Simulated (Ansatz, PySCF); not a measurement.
Species: InH, net charge 1, doublet state. 
Coordinates optimised at B3LYP-D3(BJ)/def2-TZVP (Ansatz, a first-principles code):
```
In
H 1 1.8901
```
Charge +1, spin multiplicity 2.

Total electronic energies in hartree. Cores are frozen in the correlated levels unless marked. Open shells are spin-unrestricted. Spin-orbit coupling is left out. The frozen core is the preceding noble-gas configuration, with the filled d and f shells of earlier blocks. In def2 rows, elements after Kr have scalar-relativistic effective core potentials. STO-3G rows are all-electron and non-relativistic. CBS(X,Y): correlation extrapolated as X^-3; Hartree-Fock from the larger set. [CCSD(T)-MP2]/basis is that difference in the basis named.

```csv
level,program,energy (Eh)
HF-D3(BJ)/def2-TZVPD,PySCF + dftd3,-189.52619
RI-HF/def2-QZVPPD,Ansatz,-189.52140
SVWN5/def2-TZVPD,Ansatz,-190.08678
r2SCAN/def2-TZVPD,Ansatz,-190.49012
r2SCAN-D3(BJ)/def2-TZVPD,Ansatz + dftd3,-190.49024
r2SCAN-D4/def2-TZVPD,Ansatz + dftd4,-190.49018
B3LYP-D3(BJ)/def2-TZVPD,Ansatz + dftd3,-190.49411
PBE0/STO-3G,Ansatz,-5684.89847
PBE0/def2-SVP,Ansatz,-190.41421
r2SCAN0/def2-TZVPD,Ansatz,-190.45635
LC-wPBE/def2-TZVPD,Ansatz,-190.43961
B2GP-PLYP-D4/def2-TZVPD,Ansatz + dftd4,-190.06249
MP2/STO-3G,Ansatz,-5683.25748
MP2/def2-QZVPP,Ansatz,-189.55128
RI-MP2/def2-QZVPPD,Ansatz,-189.55129
CCSD/def2-TZVPPD,Ansatz,-189.56211
CCSD/def2-QZVPP,Ansatz,-189.56394
CCSD/def2-QZVPPD,Ansatz,-189.56395
"CCSD/CBS(def2-TZVPPD,def2-QZVPPD)",Ansatz,-189.5647
CCSD(T)/STO-3G,Ansatz,-5683.27192
CCSD(T)/def2-TZVPPD,Ansatz,-189.56253
"RI-MP2/CBS(def2-TZVPP,def2-QZVPP)+[CCSD(T)-MP2]/def2-TZVPP",Ansatz,-189.5661
"CCSD(T)/CBS(def2-TZVPPD,def2-QZVPPD)",Ansatz,-189.5652
```

Totals of different functionals don't rank their quality; only differences between species are comparable.
